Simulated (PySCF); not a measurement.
**A ladder of Hamiltonians for Ar(8+) (argon, charge +8)**

Occupied: 1s1/2, 2s1/2, 2p1/2, 2p3/2. Hartree-Fock calculated with PySCF 2.14 in an uncontracted even-tempered set (21 s from 0.3 bohr⁻², ratio 2.3; 14 p from 0.36 bohr⁻², ratio 2.3), Gaussian nucleus throughout. NR is non-relativistic, sf-X2C the spin-free one-electron X2C Hamiltonian, X2C adds the bare one-electron spin-orbit term, X2C-SNSO screens it by Boettger's factors, DC is four-component Dirac-Coulomb, and the Gaunt and Breit terms are added at first order (total energies over the DC spinors, levels after relaxing the spinors in that mean field). QED terms are absent. Levels marked empty are virtual spinors of this ion.

```tsv
level (eV)	NR	sf-X2C	X2C	X2C-SNSO
1s1/2	-3401.5	-3414.9	-3414.9	-3414.9
2s1/2	-497.91	-500.59	-500.59	-500.59
2p1/2	-424.53	-424.89	-426.70	-426.50
2p3/2	-424.53	-424.89	-424.00	-424.10
3s1/2 (empty)	-142.41	-142.91	-142.91	-142.91
3p1/2 (empty)	-125.18	-125.31	-125.57	-125.54
3p3/2 (empty)	-125.18	-125.31	-125.17	-125.19
```

Q: Where do the four-component calculations put these levels?

A: 1s1/2: DC -3415.9, DC+Gaunt -3413.6, DC+Breit -3413.7; 2s1/2: DC -500.67, DC+Gaunt -500.53, DC+Breit -500.54; 2p1/2: DC -426.51, DC+Gaunt -426.25, DC+Breit -426.28; 2p3/2: DC -424.14, DC+Gaunt -423.98, DC+Breit -424.00; 3s1/2 (empty): DC -142.92, DC+Gaunt -142.89, DC+Breit -142.90; 3p1/2 (empty): DC -125.54, DC+Gaunt -125.50, DC+Breit -125.51; 3p3/2 (empty): DC -125.19, DC+Gaunt -125.17, DC+Breit -125.18 (eV).

```json
{"Hamiltonian": "NR", "E (hartree)": "-505.9672", "E − E(DC) (hartree)": "1.8310", "CPU seconds": "0.44"}
{"Hamiltonian": "sf-X2C", "E (hartree)": "-507.7471", "E − E(DC) (hartree)": "0.0512", "CPU seconds": "0.24"}
{"Hamiltonian": "X2C", "E (hartree)": "-507.7491", "E − E(DC) (hartree)": "0.0491", "CPU seconds": "0.32"}
{"Hamiltonian": "X2C-SNSO", "E (hartree)": "-507.7487", "E − E(DC) (hartree)": "0.0496", "CPU seconds": "0.31"}
{"Hamiltonian": "DC", "E (hartree)": "-507.7982", "E − E(DC) (hartree)": "0.0000", "CPU seconds": "15"}
{"Hamiltonian": "DC+Gaunt", "E (hartree)": "-507.6593", "E − E(DC) (hartree)": "0.1389", "CPU seconds": "29"}
{"Hamiltonian": "DC+Breit", "E (hartree)": "-507.6697", "E − E(DC) (hartree)": "0.1286", "CPU seconds": "95"}
```

Weight of the small component: 1s1/2 0.00412, 2s1/2 0.000684, 2p1/2 0.000654, 2p3/2 0.000650, 3s1/2 0.000162, 3p1/2 0.000149, 3p3/2 0.000149.

Koopmans' value for the highest occupied level at DC+Breit: 424.00 eV, against an ionisation energy of 422.6 ± 0.06 eV (semi-empirical (NIST evaluation); NIST Atomic Spectra Database, ionization energies); the former lacks relaxation, correlation, QED and recoil.

The whole ladder took 150 s of wall time on 1 thread of AMD EPYC 7R43 64-Core Processor (shared host), launched as `OMP_NUM_THREADS=1 python relrun2.py TASK.json OUT` (a driver that calls PySCF for each Hamiltonian).

Dirac-Coulomb iterations, started from the X2C spinors:

```
with_ssss True, with_gaunt False, with_breit False
light speed = 137.03599967994
init E= -507.674509872338
cycle= 1 E= -507.798232285657  delta_E= -0.124  |g|= 0.0539  |ddm|= 0.00669
cycle= 2 E= -507.798235809346  delta_E= -3.52e-06  |g|= 0.0014  |ddm|= 0.000782
cycle= 3 E= -507.798235866047  delta_E= -5.67e-08  |g|= 0.000203  |ddm|= 0.000135
cycle= 4 E= -507.798235867316  delta_E= -1.27e-09  |g|= 1.27e-06  |ddm|= 1.67e-05
```
